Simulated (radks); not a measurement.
Excited configurations of Ga IV: one electron is placed in a higher orbital outside [Ar] 3d9. The ground configuration is [Ar] 3d10. Method: scalar-relativistic Kohn-Sham, LDA (Slater exchange, Perdew-Wang correlation), spin-polarised, spherical densities, finite nucleus; open shells are filled with parallel spins first; Fermi nuclear charge, rms radius 3.9973 fm; computed with a radial shooting solver on a logarithmic mesh with Libxc functionals. Excitation = E - E(ground); binding = E(ion) - E, where the ion is the core of charge +4; n* = 4/sqrt(2 binding) in atomic units, and the quantum defect is n - n*.

outer orbital  excitation (eV)  binding (eV)  quantum defect  eigenvalue (eV)
4p                      28.032        35.889           1.537          -31.320
5s                      42.492        21.429           1.813          -19.192
5d                      50.869        13.052           0.916          -11.522
5f                      54.757         9.164           0.126           -8.046
7d                      57.910         6.011           0.982           -5.410

The Delta-SCF ionisation energy is 63.921 eV (NIST Atomic Spectra Database: 63.24 eV, measured). Self-interaction in the functional shifts the binding energies and quantum defects, so they are the method's values and not measured ones. Open shells are spherical and high-spin; term and fine-structure splittings are not resolved.
